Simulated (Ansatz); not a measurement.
`B[O][GeH3]` and `B[O][GeH2][F]` differ in one atom or group.

Ansatz, PBE0-D4/def2-TZVP geometries, multiplicity 1. Each molecule was computed in one conformer, which needn't be the lowest.

Scalar relativity is left out up to krypton.

| property | `B[O][GeH3]` |
| --- | --- |
| HOMO energy (ωB97M-V/def2-TZVPP) / eV | -10.49 |
| size of the dipole moment (ωB97M-V/def2-TZVPP) / D | 1.99 |
| HOMO energy (PBE0/def2-TZVPP) / eV | -8.15 |
| ideal-gas entropy at 298 K and 1 bar (rigid rotor, harmonic PBE0-D4/def2-TZVP) / J/(mol·K) | 305 |
| LUMO energy (PBE0/def2-TZVPP) / eV | -0.32 |
| size of the dipole moment (B3LYP/def2-TZVPP) / D | 1.94 |

Task: What does the change do to each property? (An estimate is asked.)

Result: Ansatz gave: 
```tsv
property	`B[O][GeH2][F]`	shift
HOMO energy (ωB97M-V/def2-TZVPP) / eV	-10.87	-0.38
size of the dipole moment (ωB97M-V/def2-TZVPP) / D	2.35	0.36
HOMO energy (PBE0/def2-TZVPP) / eV	-8.53	-0.38
ideal-gas entropy at 298 K and 1 bar (rigid rotor, harmonic PBE0-D4/def2-TZVP) / J/(mol·K)	327	22
LUMO energy (PBE0/def2-TZVPP) / eV	-0.66	-0.34
size of the dipole moment (B3LYP/def2-TZVPP) / D	2.32	0.38
```

Dipoles are sizes alone; their direction can turn. Modes under 60 cm⁻¹, often nearly free rotors, make the harmonic entropy too high.

B3LYP here is the variant with VWN-RPA as its local correlation; programs differ in this.
